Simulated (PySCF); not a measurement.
C₄H₆BNO, SMILES CC1=CB(O)C=N1.

Coordinates come from a PBE-D3(BJ)/def2-SVP optimisation. This is a generated structure with no PubChem entry under its InChIKey; it may be hypothetical. Other conformers were not sampled.

The numbers are results of PySCF with PBE/def2-TZVP, not measurements.

The total energy is -310.60311 hartree. The point group comes out as Cs and the highest occupied level is -5.78 eV. The lowest empty level is -3.39 eV. The orbital gap is 2.39 eV and the dipole moment comes out as 2.50 D. The quadrupole, principal values (traceless, Buckingham form, about the centre of nuclear charge) comes out as -3.40, -0.05, 3.45 D·Å. The mean static polarisability comes out as 71.9 bohr³ (10.65 Å³) and the polarisability, principal values is 45.7, 72.3, 97.7 bohr³.
